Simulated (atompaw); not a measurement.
Before and after: PAW (atompaw) potential for titanium

Ti, PAW, made with atompaw 4.2.0.5 (PBEsol, scalar-relativistic). Core [Ar], reference 3d2 4s1.5 4p0.5. Waves: 4s (bound): rc 2.35 bohr; 4s channel at 0.1 Ry: rc 2.35 bohr; 4p (bound): rc 1.30 bohr; 4p channel at 0.25 Ry: rc 1.30 bohr; 3d (bound): rc 1.45 bohr; 3d channel at 4.1 Ry: rc 2.35 bohr. Local part: bessel scheme, radius 2.00 bohr. Core correction: smooth core density matched at 1.35 bohr. Augmentation charge: besselshape compensation charge, radius 1.75 bohr; PAW radius 2.35 bohr; waves and projectors: custom polynom vanderbiltortho.

All-electron outer shells of the reference configuration (PBEsol, scalar-relativistic, ld1.x):

```tsv
shell	level (eV)	outermost node (bohr)	outermost maximum (bohr)
3s	-63.14	0.40	0.87
3p	-39.46	0.37	0.90
3d	-4.90	–	0.98
4s	-4.87	1.24	2.88
4p	-1.78	1.39	3.75
```

Change: augmentation besselshape compensation charge, radius 1.75 bohr; PAW radius 2.35 bohr; waves and projectors: custom polynom2 7 10 vanderbiltortho.

Cutoffs: the cutoffs (Ry, on a coarse ladder) from which the occupation-weighted sum of valence levels, in a spherical-Bessel basis at the reference potential, stays within 10 and 1 mRy of its value at 400 Ry; they do not see the model core or the augmentation charge, which bear on the density cutoff.

Task: What does the change do?

Result: The potential gets harder (40 Ry and 70 Ry → 45 Ry and 260 Ry); both files keep a bound ghost (p, s); the range in which the d phases agree narrows (upper end at the end of the scan → 1.4).

```tsv
quantity	base	changed
cutoff, loose	40 Ry	45 Ry
cutoff, tight	70 Ry	260 Ry
loose cutoff by channel (10 mRy a level)	s 8 Ry, p 21 Ry, d 40 Ry	s 6 Ry, p 15 Ry, d 30 Ry
bound ghosts	s, p	p, s
s: phases at 2.36 bohr within 0.05 rad from the reference energy up to (Ry; the scan ends near 5)	to the end of the scan	to the end of the scan
p: phases at 2.36 bohr within 0.05 rad from the reference energy up to (Ry; the scan ends near 5)	to the end of the scan	to the end of the scan
d: phases at 2.36 bohr within 0.05 rad from the reference energy up to (Ry; the scan ends near 5)	to the end of the scan	1.4
lowest overlap eigenvalue by channel	s 0.47, p 0.99, d 0.66	s 0.32, p 0.96, d 0.70
```

Base: The 4p radius (1.30 bohr) lies inside the outermost node of the all-electron wave (1.39 bohr), which a nodeless pseudo-wave cannot match soundly. Changed file: The 4p radius (1.30 bohr) lies inside the outermost node of the all-electron wave (1.39 bohr), which a nodeless pseudo-wave cannot match soundly. A true bound ghost makes a file unfit for plane-wave use even where its test errors are small: the radial tests pick states by their node count and pass the ghost by. The cutoffs see the waves, projectors and local potential, not the compensation charge or the core.
